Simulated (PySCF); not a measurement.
Electronic structure of O⁺ (oxygen, charge +1) at the PBE0 level

Configuration: [He] 2s2 2p3, high-spin 4S determinant. Computed with PySCF 2.14 in aug-cc-pCVTZ-DK with one added diffuse shell each of s, p, d, f type (8s7p5d3f, 75 functions), with scalar relativity by spin-free X2C-1e.

```
Total energy                        : -74.5614 hartree
One-electron energy                 : -98.5131 hartree
Hartree (Coulomb) energy            : 31.9949 hartree
Exchange-correlation energy         : -8.0433 hartree
⟨S²⟩                                : 3.7522
⟨L²⟩                                : 0.000
Sum of ⟨r⟩                          : 5.831 bohr
Sum of ⟨r²⟩                         : 7.438 bohr²
Langevin diamagnetic susceptibility : -5.89 ×10⁻⁶ cm³/mol
```

```
shell  electrons  mean orbital energy (hartree)  rms radius, mean of both spins (bohr)
 1s α          1                      -20.06076                                  0.231
 1s β          1                      -19.96904                                  0.231
 2s α          1                       -1.67093                                   1.20
 2s β          1                       -1.38466                                   1.20
 2p α          3                       -1.06447                                   1.22
```
